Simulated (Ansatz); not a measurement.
Ansatz results at the PBE0-D4/def2-TZVP geometry: size of the dipole moment (PBE/def2-TZVPP) 2.39 D; HOMO–LUMO gap (PBE0/def2-TZVPP) 9.15 eV; HOMO–LUMO gap (PBE/def2-TZVPP) 6.98 eV.

Problem. Which molecule gave them?
A. `CN[Si](NC)(NC)NC`
B. `FC([SiH3])CBr`
C. `C[Si](C)(F)Br`
D. `C[Si](N)(O)[SiH3]`

Solution. C. The others give `C[Si](N)(O)[SiH3]`: 2.54, 7.55, 5.46; `FC([SiH3])CBr`: 2.41, 7.61, 5.33; `CN[Si](NC)(NC)NC`: 0.29, 7.01, 4.84.
